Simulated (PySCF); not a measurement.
# A small calculation by hand: entropy of an ideal gas

Se(F)4 cation (F4Se), SMILES F[Se](F)(F)F (connectivity only; charge and spin as stated), charge +1, multiplicity 2.

Geometry: PBE-D3(BJ)/def2-SVP. The spin state was assumed, not searched. The isomer is the one that the SMILES or the coordinates give; other isomers of the formula were not compared.

PBE-D3(BJ)/def2-SVP (PySCF) gives the harmonic wavenumbers 163, 170, 255, 281, 302, 568, 571, 737, 751 cm⁻¹ and the rotational temperatures 0.2254, 0.1535, 0.1346 K. The molar mass is 154.96 g/mol, the symmetry number 2, the spin multiplicity 2.

Problem. Work out the entropy at 298.15 K and 1 atm in the rigid-rotor, harmonic-oscillator model.

Solution. 
Translation (Sackur–Tetrode at 1 atm): S = R[1.5 ln M + 2.5 ln T − 1.16487] = 171.6 J/(mol K).
Rotation: q = (√π/σ) T^1.5/√(θA θB θC) = 66900, S = R[ln q + 3/2] = 104.8 J/(mol K).
Vibration: with u = 1.4388 ν/T, each mode gives R[u/(e^u − 1) − ln(1 − e^−u)]:
| ν (cm⁻¹) | modes | u | S (J/(mol K)) |
|---|---|---|---|
| 163 | 1 | 0.79 | 10.52 |
| 170 | 1 | 0.82 | 10.19 |
| 255 | 1 | 1.23 | 7.10 |
| 281 | 1 | 1.36 | 6.39 |
| 302 | 1 | 1.46 | 5.88 |
| 568 | 1 | 2.74 | 2.13 |
| 571 | 1 | 2.76 | 2.10 |
| 737 | 1 | 3.56 | 1.11 |
| 751 | 1 | 3.62 | 1.05 |
These are all the modes. Sum 46.5 J/(mol K).
Spin: R ln 2 = 5.8 J/(mol K).
Total 328.7 J/(mol K); the program's own thermochemistry gives 328.7. Translation makes up 52 % and vibration 14 %. Anharmonicity, hindered rotation and orbital degeneracy are left out.
